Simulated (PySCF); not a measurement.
A structure optimised at PBE-D3(BJ)/def2-SVP, used in a PySCF frequency run:

```xyz
11

C      2.0713    -0.1373    -0.3082
Ge     0.2656     0.0503     0.4291
O     -0.4632     1.6224    -0.0537
C     -1.0810    -1.1804    -0.4509
O     -1.9956    -0.6414    -1.0520
H      2.7254     0.6564     0.1026
H      2.0412    -0.0388    -1.4101
H      2.4991    -1.1231    -0.0387
H      0.2536    -0.1036     1.9789
H     -1.2766     1.3696    -0.5467
H     -1.0120    -2.3124    -0.4156
```

Q: Write its SMILES and formula.

A: [CH3][Ge@@H]([OH])[CH]=O, C2H6GeO2

Q: What are its rotational constants (standard atomic weights)?

A: 5.1808, 2.4897, 2.0367 GHz
